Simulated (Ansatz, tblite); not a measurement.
Forces on C₂₁H₁₅N₃ (relaxed from a model of trityl dicyanamide, whose bonding it doesn't keep) at its PBE-D4/def2-SVP geometry. The state is a singlet with charge 0.

The xTB rows come from tblite. Single mean-field runs in def2-TZVP are fitted with def2-universal-jkfit.

GFN2-xTB (tblite), largest force 3.67 eV/Å:

```xyz
39
positions Å, forces eV/Å
N     1.911    5.755    0.995   -2.384   -2.682   -0.749
C     1.146    4.893    0.745    1.364    1.701    0.419
N     0.211    3.993    0.516    0.725   -0.880   -0.634
C     0.148    2.855    0.019    0.034   -0.019    0.148
N    -0.081    1.809   -0.544    0.343    0.890    0.980
C     1.584   -1.745   -3.661   -0.139    0.213    0.279
C     0.875   -0.547   -3.844    0.079   -0.119    0.307
C     0.359    0.142   -2.738    0.139   -0.245    0.045
C     0.549   -0.354   -1.435    0.058   -0.176   -0.318
C    -0.083    0.374   -0.236   -0.084    0.319   -0.063
C    -1.558   -0.050   -0.053   -0.347   -0.105    0.150
C    -2.049   -1.253   -0.588   -0.214    0.155    0.150
C    -3.378   -1.645   -0.357    0.145    0.312    0.084
C    -4.233   -0.836    0.405    0.335    0.135   -0.053
C    -3.750    0.369    0.939    0.176   -0.218   -0.218
C    -2.423    0.758    0.712   -0.131   -0.254   -0.074
C     0.739    0.130    1.047    0.317   -0.094    0.282
C     0.240   -0.612    2.130    0.298    0.131    0.054
C     1.033   -0.824    3.272    0.077    0.197   -0.288
C     2.328   -0.294    3.343   -0.181    0.083   -0.310
C     2.836    0.443    2.259   -0.312   -0.150    0.017
C     2.050    0.647    1.119   -0.104   -0.174    0.228
C     1.264   -1.553   -1.256   -0.010    0.076   -0.301
C     1.776   -2.245   -2.365   -0.144    0.335   -0.009
H     1.992   -2.285   -4.529   -0.268    0.334    0.545
H     0.722   -0.144   -4.856    0.093   -0.256    0.633
H    -0.197    1.081   -2.878    0.321   -0.569    0.064
H    -1.391   -1.893   -1.191   -0.385    0.354    0.366
H    -3.746   -2.590   -0.785    0.234    0.587    0.273
H    -5.276   -1.141    0.580    0.660    0.188   -0.101
H    -4.411    1.015    1.536    0.415   -0.409   -0.370
H    -2.058    1.702    1.144   -0.181   -0.557   -0.259
H    -0.776   -1.030    2.087    0.587    0.224    0.032
H     0.626   -1.405    4.113    0.251    0.359   -0.531
H     2.944   -0.454    4.240   -0.386    0.099   -0.570
H     3.854    0.859    2.301   -0.641   -0.264   -0.028
H     2.465    1.206    0.266   -0.274   -0.314    0.500
H     1.423   -1.948   -0.242   -0.110    0.214   -0.590
H     2.336   -3.180   -2.210   -0.358    0.578   -0.094
```

revPBE-D4/def2-TZVP (Ansatz), largest force 0.61 eV/Å:

```
N -0.350 -0.359 -0.099
C 0.406 0.189 -0.003
N -0.261 -0.076 0.020
C 0.150 -0.352 -0.063
N 0.042 0.604 0.051
C 0.030 -0.043 -0.059
C -0.014 0.038 -0.071
C -0.063 0.055 0.061
C 0.081 -0.055 -0.143
C 0.007 -0.232 0.151
C -0.177 -0.037 0.032
C 0.137 0.003 -0.031
C -0.027 -0.062 -0.033
C -0.075 -0.026 0.011
C -0.034 0.051 0.038
C 0.087 0.058 0.021
C 0.107 -0.020 0.146
C -0.099 0.008 -0.104
C -0.024 -0.040 0.062
C 0.038 -0.018 0.071
C 0.068 0.035 -0.019
C -0.022 0.029 -0.091
C -0.042 0.034 0.114
C 0.039 -0.056 0.018
H -0.112 0.151 0.240
H 0.043 -0.111 0.278
H 0.161 -0.279 0.023
H -0.187 0.195 0.176
H 0.101 0.259 0.118
H 0.288 0.085 -0.049
H 0.181 -0.178 -0.164
H -0.095 -0.284 -0.130
H 0.295 0.126 0.004
H 0.111 0.160 -0.229
H -0.170 0.044 -0.249
H -0.282 -0.113 -0.011
H -0.132 -0.167 0.246
H -0.051 0.125 -0.293
H -0.156 0.256 -0.042
```

PBE0-D4/def2-TZVP (Ansatz), largest force 2.55 eV/Å:

```
N -1.659 -1.861 -0.540
C 1.359 1.264 0.320
N -0.023 -0.763 -0.315
C -0.039 -0.493 -0.315
N 0.337 1.456 0.815
C -0.096 0.129 0.221
C 0.036 -0.088 0.231
C 0.115 -0.214 0.081
C 0.159 -0.181 -0.370
C 0.003 -0.154 0.134
C -0.434 -0.103 0.090
C -0.084 0.191 0.153
C 0.056 0.226 0.103
C 0.262 0.060 -0.057
C 0.166 -0.135 -0.139
C -0.074 -0.232 -0.101
C 0.266 -0.071 0.370
C 0.220 0.132 -0.072
C 0.127 0.139 -0.172
C -0.177 0.022 -0.210
C -0.235 -0.087 -0.041
C -0.100 -0.141 0.210
C -0.073 0.137 -0.215
C -0.121 0.222 -0.045
H -0.215 0.287 0.459
H 0.081 -0.213 0.537
H 0.292 -0.495 0.052
H -0.342 0.333 0.307
H 0.195 0.500 0.226
H 0.552 0.161 -0.093
H 0.350 -0.341 -0.316
H -0.185 -0.490 -0.226
H 0.522 0.217 0.023
H 0.214 0.309 -0.444
H -0.326 0.085 -0.476
H -0.540 -0.217 -0.023
H -0.214 -0.290 0.438
H -0.077 0.205 -0.522
H -0.298 0.493 -0.080
```
